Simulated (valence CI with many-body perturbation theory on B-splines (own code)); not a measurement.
## Forbidden lines of Sr14+

Computed by valence CI with perturbative core correlation (CI+MBPT): six valence electrons over a frozen Dirac-Fock core [Ar], a basis of 7 s, 7 p, 8 d, 6 f, 4 g, 1 h functions for each j, with the one-electron correlation potential Σ1 (screened to all orders), the two-electron term Σ2, the three-electron term Σ3, Breit, model QED; selected single and double excitations, second order for the rest, scaled by the run's own slope (own B-spline code, finite nucleus).

No measured levels were compared; by estimate terms of the open shell hold to 2 to 4 % of their energy, and close levels can change places. Core correlation moves these levels by up to 7000 cm⁻¹, and in measured spectra 5 to 20 % of such shifts remained as error; rates that hang on mixing are uncertain with them. Among the levels kept, up to 680 cm⁻¹ of a level comes from second order outside the variational space, and about a tenth of that is noise between levels of different J, which matters for small intervals. Only levels of the ground parity were solved; by the run's estimate the other parity begins above the list, which can be wrong where configurations are misplaced.

Lines 1 to 50 of 120 in falling wavelength, among levels below 37.315 eV, chosen from the decays that carry over 1 % of a level's rate. Wavelengths and rates use the calculated energies, so an error of 2000 cm⁻¹ moves a line at 11730 Å by 23 % and its rate by three times that or more. Weak lines are less certain than strong ones. Lines between different terms over intervals too small for the method are left out, as are lines whose strength nearly cancels. Intervals below about 2000 cm⁻¹, as at the head of this list, are uncertain by tens of per cent. Branching is blank where the lifetime is uncertain.

Names give the largest LS component (configuration and term), which can be under half, so a name can repeat, a term be missing and a line seem to break the LS rules; names also repeat where a configuration has a term twice. Letters in brackets count levels of one name in rising energy.

```tsv
λ vac (Å)	Upper	Lower	Type	A (s⁻¹)	Branch %
1.066e+05	3d6 5D_0	3d6 5D_1	M1	1.27e-01	100.0
65480	3d6 3H_5	3d6 3H_6	M1	6.43e-02	2.0
32840	3d6 5D_1	3d6 5D_2	M1	2.52e+00	100.0
28180	3d6 5D_2	3d6 5D_3	M1	2.72e+00	100.0
22750	3d6 3H_5	3d6 3H_4 [a]	M1	1.10e+00	33.5
21030	3d6 3G_4	3d6 3G_5	M1	2.11e+00	2.9
12100	3d6 5D_3	3d6 5D_4	M1	1.93e+01	100.0
11730	3d6 3G_5	3d6 3H_4 [b]	M1	3.29e+00	3.9
10700	3d6 3H_4 [b]	3d6 3H_5	M1	9.30e+00	4.0
8674	3d6 3F_3 [a]	3d6 3H_4 [a]	M1	2.23e+01	9.8
7532	3d6 3G_4	3d6 3H_4 [b]	M1	8.46e+00	11.8
7276	3d6 3H_4 [b]	3d6 3H_4 [a]	M1	4.93e+01	21.4
6455	3d6 3G_4	3d6 3F_3 [a]	M1	2.47e+00	3.4
6375	3d6 3G_3	3d6 3F_2 [a]	M1	2.08e+01	16.1
6330	3d6 1I_6	3d6 3G_5	M1	1.43e+00	1.3
6278	3d6 3G_3	3d6 3H_4 [b]	M1	6.19e+00	4.8
5771	3d6 1G_4 [a]	3d6 3G_3	M1	5.70e+00	1.3
5764	3d6 3D_1	3d6 3P_0 [a]	M1	5.62e+00	2.4
5753	3d6 3D_1	3d6 3P_1 [a]	M1	2.09e+01	8.7
5596	3d6 3G_5	3d6 3H_5	M1	2.61e+01	30.6
5511	3d6 3G_3	3d6 3F_3 [a]	M1	3.66e+01	28.3
5164	3d6 1D_2 [a]	3d6 3D_1	M1	1.73e+01	4.3
5159	3d6 1D_2 [a]	3d6 3D_3	M1	2.28e+01	5.7
5155	3d6 3G_5	3d6 3H_6	M1	5.19e+01	60.9
4638	3d6 3P_1 [a]	3d6 3P_2 [a]	M1	2.52e+02	40.3
4495	3d6 3D_2	3d6 3F_2 [a]	M1	2.78e+00	1.7
4428	3d6 1D_2 [a]	3d6 3D_2	M1	6.38e+00	1.6
4420	3d6 3G_4	3d6 3H_5	M1	2.35e+01	32.8
4048	3d6 3D_2	3d6 3F_3 [a]	M1	1.74e+01	10.6
4043	3d6 1G_4 [a]	3d6 3G_5	M1	2.31e+01	5.4
3929	3d6 3D_3	3d6 3F_2 [a]	M1	3.88e+00	1.2
3873	3d6 3F_4	3d6 1F_3	M1	4.69e+01	
3583	3d6 3D_3	3d6 3F_3 [a]	M1	9.62e+00	3.1
3431	3d6 1D_2 [a]	3d6 3G_3	M1	1.23e+01	3.1
3370	3d6 3G_3	3d6 3H_4 [a]	M1	2.28e+01	17.7
3286	3d6 1F_3	3d6 3D_3	M1	1.23e+01	9.0
3255	3d6 3P_1 [b]	3d6 1S_0 [a]	M1	7.35e+01	
3194	3d6 3P_1 [b]	3d6 1D_2 [a]	M1	1.66e+01	
3007	3d6 1G_4 [a]	3d6 3H_4 [b]	M1	1.99e+02	46.7
2973	3d6 1F_3	3d6 3D_2	M1	1.44e+01	10.5
2970	3d6 1I_6	3d6 3H_5	M1	3.52e+01	31.8
2841	3d6 1I_6	3d6 3H_6	M1	7.40e+01	66.9
2819	3d6 1G_4 [a]	3d6 3F_3 [a]	M1	5.60e+01	13.1
2799	3d6 3D_2	3d6 3P_2 [a]	M1	4.51e+01	27.4
2721	3d6 1D_2 [a]	3d6 3P_1 [a]	M1	2.86e+01	7.1
2678	3d6 1S_0 [a]	3d6 3P_1 [a]	M1	6.90e+02	97.9
2569	3d6 3D_3	3d6 3P_2 [a]	M1	5.13e+01	16.5
2568	3d6 3D_1	3d6 3P_2 [a]	M1	2.75e+00	1.1
2536	3d6 3D_3	3d6 3H_4 [a]	M1	1.66e+01	5.3
2488	3d6 1F_3	3d6 3G_3	M1	6.65e+00	4.8
```
